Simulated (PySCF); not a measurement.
# C₆ coefficients of unlike pairs at B3LYP

Calculated with PySCF 2.14 from the dipole response of each species, C₆(A,B) = (3/π) ∫ α_A(iu) α_B(iu) du, in atomic units, from isotropic polarisabilities. For ions this is the dispersion term alone; charge-induced terms of lower order in 1/R come first.

```
species      configuration                                                                 basis      relativity  α (bohr³)  C₆ (like pair)
    Si⁺  [Ne] 3s2 3p1 (2P)                                                  dyall-av2z (13s9p2d)            none      19.15           101.5
    Sc⁺  [Ar] 3d1 4s1 (3D)                                              aug-cc-pVTZ (8s7p5d3f2g)            none      56.99           378.4
   Mg²⁺          [Ne] (1S)                                               aug-cc-pVDZ-DK (5s4p2d)   spin-free X2C     0.1508         0.03878
     Rh  [Kr] 4d8 5s1 (4F)  def2-TZVPPD with the def2 core potential (28 electrons) (6s4p3d2f1g)  core potential      51.65           390.1
```

Problem. Estimate C₆ for Mg²⁺ with Si⁺.

Solution. The integral gives 1.394. The combination rule 2 C_A C_B / (C_A α_B/α_A + C_B α_A/α_B) gives 1.376 and the geometric mean 1.984.

No spin-orbit coupling is included.

The other pairs:

| pair | C₆ |
| --- | --- |
| Sc⁺, Si⁺ | 183.4 |
| Mg²⁺, Sc⁺ | 2.230 |
| Rh, Mg²⁺ | 2.628 |
| Rh, Sc⁺ | 380.7 |
| Rh, Si⁺ | 192.3 |
